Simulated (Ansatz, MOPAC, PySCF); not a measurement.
Noncovalent pair: HF (SMILES F) (first 2 atoms) with CH3Br (SMILES CBr); geometry from B3LYP-D3(BJ)/def2-TZVP, rigid monomers moved along the line of their centres of mass till H2···Br4 is 3.30 Å.
(charge 0, multiplicity 1):
```xyz
7

F     -0.039    -0.148     0.642
H     -0.063    -0.649     1.432
C     -0.296     0.913     4.771
Br    -0.217    -1.051     4.705
H     -1.234     1.179     5.244
H     -0.246     1.266     3.748
H      0.555     1.246     5.354
```

Monomers are frozen at their geometry in the pair; levels with a basis set take the counterpoise correction. Rows marked so take none.

Frozen-core correlation. Filled d and f shells under p-block atoms count as core. CBS: X⁻³ extrapolation of the correlation energy, Hartree–Fock from the larger set. Rows in 3-21G, 6-31G* carry no dispersion term and start afresh at each structure (6-31G* with six Cartesian d functions); the Pople sets are all-electron and without relativity. MP2/6-31G* freezes PySCF's default core, which leaves 3d correlated. The state reached by AM1, PM3, PM6, PM7 isn't checked; PM7 holds dispersion and hydrogen-bond terms.

The values were computed with Ansatz (a program for electronic structure) with Gaussian orbitals; MOPAC for AM1, PM3, PM6, PM7 (differences of heats of formation); PySCF for 3-21G rows, 6-31G* rows, the dispersion terms. Each number belongs to the level named beside it.

Other levels give for the interaction energy: PBE/def2-TZVPPD -2.14; B3LYP/def2-TZVPPD -1.76; B3LYP-D3(BJ)/def2-TZVPPD -2.34; wB97M-V/def2-TZVPPD -2.18; CCSD(T)/CBS(aug-cc-pVDZ, aug-cc-pVTZ) -2.19 kcal/mol.

Common cheap choices:

```csv
level,interaction energy (kcal/mol),"less -2.19 (CCSD(T)/CBS(aug-cc-pVDZ, aug-cc-pVTZ))"
AM1,-0.76,1.43
PM3,-0.78,1.42
PM6,-1.01,1.19
PM7,-0.93,1.26
HF/6-31G* (no counterpoise),-2.04,0.15
B3LYP/3-21G (no counterpoise),-2.34,-0.14
B3LYP/6-31G* (no counterpoise),-2.25,-0.05
MP2/6-31G*,-1.88,0.31
```
